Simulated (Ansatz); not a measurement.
Program: Ansatz. Geometries: PBE0-D4/def2-TZVP. ΔE: electronic, gas phase. CCSD(T)/CBS adds triple-zeta CCSD(T) − MP2 to the extrapolated MP2 energy (def2 sets, frozen cores). DFT in def2-TZVPP. One conformer a species, not always the lowest.

Consider the isomerisation: `CO[SiH2][SiH2]O` → `OC(O)[SiH2][SiH3]`.

`CO[SiH2][SiH2]O`:

```xyz
13

C     0.626   -0.709   -2.411
O     0.015   -0.706   -1.141
Si    0.265    0.494   -0.039
Si   -1.047   -0.024    1.839
O    -0.718    1.005    3.095
H     0.275   -1.585   -2.959
H     0.364    0.188   -2.984
H     1.718   -0.764   -2.329
H     1.714    0.573    0.332
H    -0.083    1.823   -0.628
H    -0.807   -1.445    2.224
H    -2.492    0.153    1.552
H     0.172    0.997    3.449
```

`OC(O)[SiH2][SiH3]`:

Cartesian coordinates in Å:
```
O 0.295 -0.787 -1.742
C 0.839 0.259 -0.971
O 1.134 1.388 -1.747
Si -0.349 0.806 0.430
Si -0.817 -1.034 1.796
H -0.539 -0.481 -2.114
H 1.753 -0.174 -0.544
H 1.793 1.139 -2.404
H -1.600 1.284 -0.227
H 0.245 1.918 1.219
H -1.635 -0.614 2.967
H 0.450 -1.633 2.299
H -1.568 -2.070 1.039
```

**Question.** Is it downhill or uphill in electronic energy at CCSD(T)/CBS, and by how much? (Best estimate.)

**Answer.** The calculation gave: Uphill: ΔE = +54.7 kcal/mol.

**Question.** What do these levels give: r2SCAN-D4, PBE0-D4, SCS-MP2/def2-TZVPP, HF/def2-QZVPP, SCS-MP2/def2-QZVPP, MP2/CBS(def2)? (An estimate is asked.)

**Answer.** Ansatz gave: r2SCAN-D4 52.7, PBE0-D4 50.3, SCS-MP2/def2-TZVPP 56.9, HF/def2-QZVPP 61.6, SCS-MP2/def2-QZVPP 57.8, MP2/CBS(def2) 57.4 kcal/mol.

Largest T1 diagnostic among the species: 0.013.

From PBE to PBE0 (25 % exact exchange), in def2-TZVPP and without D4, ΔE moves by +2.5 kcal/mol. In def2-TZVPP, CCSD(T) changes the Hartree–Fock value by −7.2 kcal/mol (the triples alone add −1.3 kcal/mol) and MP2 by −4.5 kcal/mol.
